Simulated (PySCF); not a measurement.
## Electron correlation in Mo⁺ (molybdenum, charge +1)

[Kr] 4d4 5p1, one real determinant (an excited configuration). Computed with PySCF 2.14 in ANO-RCC-VTZP, with scalar relativity by spin-free X2C-1e. Frozen: [Ar] 3d10; 13 electrons correlated.

```tsv
level	correlation energy (mhartree)
CCSD	-346.74
(T)	-8.70
CCSD(T)	-355.44
```

Diagnostics: T1 = 0.0085, D1 = 0.0391, largest double amplitude 0.035.

Is a single reference adequate?

Yes, within this model without spin-orbit coupling: T1 lies below 0.03 and no double amplitude reaches 0.07.

The basis was made for the ground configuration and has no added diffuse functions, which can raise the energy of the promoted electron.

The reference is one real determinant that mixes LS terms of this configuration.
